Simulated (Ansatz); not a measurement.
`F/C=C(F)/C(F)=C/F` + `C[SiH3]` → `C[SiH2]/C(F)=C\F` + `F/C=C/F`  (formal exchange of groups at a C–C bond)

Isolated molecules relaxed with PBE0-D4/def2-TZVP in Ansatz; ΔE leaves out vibrations. CCSD(T)/CBS adds triple-zeta CCSD(T) − MP2 to the extrapolated MP2 energy (def2 sets, frozen cores). This one scheme is used for every species. Double bonds are as drawn, so ΔE can hold a change between cis and trans. DFT in def2-TZVPP. B3LYP here is the variant with VWN-RPA as its local correlation; programs differ in this. One conformer a species, not always the lowest.

| level | ΔE (kJ/mol) |
| --- | --- |
| r2SCAN-D4 | 5.0 |
| PBE0-D4 | 1.2 |
| B3LYP-D4 | -3.3 |
| r2SCAN | 5.1 |
| HF/def2-TZVPP | -5.2 |
| MP2/def2-TZVPP | -3.3 |
| MP2/def2-QZVPP | -4.6 |
| CCSD/CBS(def2) | -9.3 |

**Question.** What does CCSD(T)/CBS give? (An estimate is asked.)

**Answer.** The calculation gave: -8.0 kJ/mol. The listed levels differ from it by 13.0, 9.2, 4.7, 13.1, 2.8, 4.7, 3.4, -1.3 kJ/mol.

Largest T1 diagnostic among the species: 0.013.

CCSD(T)/CBS has its own doubt, a few kJ/mol and more with outer-core shells, so smaller differences from it don't rank the levels.
